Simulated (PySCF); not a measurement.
Magnetic susceptibility: `[H]/N=C1/C=CC[C@@H]1N=C`, C6H8N2

Geometry (Å), atoms numbered from 1 in this order:
```xyz
16

C     2.360    0.912    0.236
N     1.304    0.467    0.746
C     0.408   -0.325   -0.026
C    -0.448   -1.250    0.850
C    -1.854   -0.950    0.445
C    -1.937    0.061   -0.417
C    -0.621    0.589   -0.727
N    -0.407    1.603   -1.437
H     2.983    1.558    0.836
H     2.713    0.679   -0.776
H     0.920   -0.886   -0.828
H    -0.292   -0.998    1.901
H    -0.199   -2.304    0.717
H    -2.683   -1.509    0.846
H    -2.826    0.490   -0.841
H     0.571    1.873   -1.534
```

The calculation used GIAO PW91/6-311G** magnetisability, rotational g tensor and spin-rotation constants, non-relativistic, gas phase in PySCF. Geometry: GFN2-xTB.

(1) What are the magnetisability and the molar susceptibility?

(2) Split it along the inertial axes a, b, c into diamagnetic and paramagnetic parts about the centre of mass, with the quadrupole moment.

(3) And the rotational g tensor?

Results:

(1) Isotropic -936 × 10⁻³⁰ J/T², or -56.3 × 10⁻⁶ cm³/mol; principal values -1228, -945, -633 × 10⁻³⁰ J/T², anisotropy 515 × 10⁻³⁰ J/T² (root of half the summed squared differences of the principal values). The susceptibility is in cgs units.

(2) 
```csv
axis,χ (10⁻⁶ cm³/mol),diamagnetic (10⁻⁶ cm³/mol),paramagnetic (10⁻⁶ cm³/mol),summed x² of all electrons (Å²),quadrupole Θ (D Å)
a,-40.8,-436.2,395.4,148.3,+10.99
b,-54.7,-706.1,651.4,84.6,-8.05
c,-73.5,-988.0,914.5,18.2,-2.94
```
Anisotropies 2χaa − χbb − χcc = +46.6 and 2χbb − χaa − χcc = +5.0 × 10⁻⁶ cm³/mol. Θ is traceless in Buckingham's convention.

(3) 
```csv
axis,rotational constant (GHz),g,nuclear part,electronic part
a,3.5765,-0.0817,0.5826,-0.6643
b,1.9915,-0.0220,0.5874,-0.6095
c,1.3521,-0.0049,0.5760,-0.5809
```
Asymmetric top; isotopes 12C, 1H, 14N; no vibrational averaging.
